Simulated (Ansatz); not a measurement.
`FC[SiH2][SnH3]` + H₂ → `C[SiH2][SnH3]` + H–F  (hydrogenolysis of a C–F bond)

Isolated molecules relaxed with PBE0-D4/def2-TZVP in Ansatz; ΔE leaves out vibrations. CCSD(T)/CBS is the MP2 limit (def2-TZVPP, def2-QZVPP) plus CCSD(T) − MP2 in def2-TZVPP, frozen cores. This one scheme is used for every species. Functionals use def2-TZVPP. B3LYP here is the variant with VWN-RPA as its local correlation; programs differ in this. Elements past krypton have def2 core potentials. For Sn outer-core shells are correlated without core-valence functions, which leaves a few kJ/mol of doubt a bond. Each species was taken in one conformer, which may not be the lowest.

```tsv
level	ΔE (kJ/mol)
ωB97X-V	-124.7
ωB97M-V	-128.3
B3LYP	-125.8
SCS-MP2/def2-TZVPP	-137.5
```

Task: What does CCSD(T)/CBS give? (Best estimate.)

Result: Ansatz gave: -139.1 kJ/mol. The listed levels differ from it by 14.4, 10.8, 13.3, 1.6 kJ/mol.

Largest T1 diagnostic among the species: 0.013.

From PBE to PBE0 (25 % exact exchange), in def2-TZVPP and without D4, ΔE moves by −9.1 kJ/mol.
